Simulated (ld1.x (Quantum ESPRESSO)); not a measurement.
**Configuration tests for Sb (ultrasoft)**

```
Element                 : Sb (Z = 51)
Generator               : ld1.x (Quantum ESPRESSO) 7.5
Type                    : ultrasoft
Functional              : PBE
Relativity              : fully relativistic
Frozen core             : [Kr] 4d10
Valence charge          : 5
Reference configuration : 5s2 5p1 (charge +2)
Partial waves           : 5s (bound): rcut 1.70, rcutus 1.85 bohr; 5s channel at -1.45 Ry: rcut 1.70, rcutus 1.85 bohr; 5p (bound): rcut 1.90, rcutus 2.45 bohr; 5p channel at -1.1 Ry: rcut 1.90, rcutus 2.45 bohr; 5d channel at 0.05 Ry: rcut 1.90, rcutus 2.15 bohr; 5d channel at 1.6 Ry: rcut 1.90, rcutus 2.15 bohr
Local potential         : all-electron potential smoothed inside 1.45 bohr (lloc = -1)
Core correction         : none
Augmentation charge     : built from norm-conserving waves at rcut, not smoothed further
```

Open shells are filled in proportion to 2j + 1 (rel_dist='average').

Energies are relative to the spin-unpolarised reference configuration 5s2 5p1; without spin polarisation the order of configurations can differ from experiment.

```
valence configuration  charge  ΔE all-electron (eV)  error AE − PS (meV)
              5s2 5p3       0               -24.322                  +15
              5s2 5p2      +1               -15.989                 +6.1
              5s2 5p0      +3                24.439                  +31
            5s2 5p2.5    +0.5               -21.052                  +10
              5s1 5p3      +1                -7.284                  +30
              5s0 5p5       0                -7.945                  +87
```

Question: What are ΔE and the potential's error for 5s1 5p0?

Answer: ΔE = 68.730 eV all-electron; the error (AE − PS) is +261 meV.

Levels in the configuration 5s1 5p3:

| level | all-electron (eV) | pseudo (eV) |
| --- | --- | --- |
| 5s j=1/2 | -21.449 | -21.420 |
| 5p j=1/2 | -13.171 | -13.177 |
| 5p j=3/2 | -12.403 | -12.414 |

Note: ghost states, extra bound levels that the all-electron valence spectrum of the same l lacks: s at -149.3 eV, d5/2 at -20.6 eV, d3/2 at -20.0 eV. A true bound ghost makes a file unfit for plane-wave use.
